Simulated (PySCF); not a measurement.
C3H4ClNSi, SMILES Cl[Si@@H]1C=CN=C1. Heavy atoms are numbered as in [Cl:1][Si@@H:2]1[CH:3]=[CH:4][N:5]=[CH:6]1. Hydrogens are named by the atom that carries them.

The structure is a stationary point at PBE0-D3(BJ)/def2-SVP. The structure was generated by enumeration; whether it is a known compound was not checked.

All values below come from PBE/pcSseg-1 (PySCF).

GIAO shieldings, no solvent; atoms alike by connectivity are averaged. δ = σ(ref) − σ: ³⁵Cl against HCl (σ = 936.5 ppm); ²⁹Si against TMS (σ = 335.4 ppm); ¹³C against TMS (σ = 182.0 ppm); ¹⁵N against NH3 (σ = 267.0 ppm); ¹H against TMS (σ = 31.49 ppm), references at their B3LYP-D3(BJ)/def2-TZVP geometries, non-relativistic (without spin–orbit terms, shifts of atoms bonded to Cl or Br come out too high).

```csv
nucleus,atoms,count,δ (ppm)
³⁵Cl,Cl1,1,-50.5
²⁹Si,Si2 (SiH),1,-11.2
¹³C,C6 (CH),1,185.4
¹³C,C4 (CH),1,167.4
¹³C,C3 (CH),1,116.9
¹⁵N,N5,1,457.3
¹H,H on C6,1,8.88
¹H,H on C4,1,8.34
¹H,H on Si2,1,5.79
¹H,H on C3,1,5.77
```
